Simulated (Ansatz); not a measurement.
C2H6SSi can be A, `C=CS[SiH3]`, or B, `S[SiH]1CC1`.

Isolated molecules relaxed with PBE0-D4/def2-TZVP in Ansatz; ΔE leaves out vibrations. CCSD(T)/CBS is the MP2 limit (def2-TZVPP, def2-QZVPP) plus CCSD(T) − MP2 in def2-TZVPP, frozen cores. Functionals use def2-TZVPP. B3LYP here is the variant with VWN-RPA as its local correlation; programs differ in this. One conformer a species, not always the lowest.

Which is lower in electronic energy at CCSD(T)/CBS, and by how much? (Estimate.)

Computed: B, by 8.5 kJ/mol.

Give E(B) − E(A) in kJ/mol with LDA (SPW92), CCSD(T)/def2-TZVPP, ωB97M-V, CCSD/def2-TZVPP, B2PLYP, r2SCAN-D4, B3LYP. (An estimate is asked.)

Computed: LDA (SPW92) -36.4, CCSD(T)/def2-TZVPP -8.0, ωB97M-V -16.9, CCSD/def2-TZVPP -7.9, B2PLYP -3.7, r2SCAN-D4 -18.9, B3LYP 0.6. The order is the other way round with B3LYP.

Does the order hold for the free energy at 298.15 K (harmonic terms from PBE0-D4)? (An estimate is asked.)

Ansatz gave: No: G(B) − G(A) = +2.0 kJ/mol, for one conformer each. Modes under 60 cm⁻¹, often nearly free rotors, make the harmonic entropy too high.

Largest T1 diagnostic: 0.012.

From BLYP to BHLYP (50 % exact exchange), in def2-TZVPP and without D4, E(B) − E(A) moves by −8.6 kJ/mol. At CCSD(T), def2-SVP lies +9.0 kJ/mol from the extrapolated value and def2-TZVPP +0.5 kJ/mol.
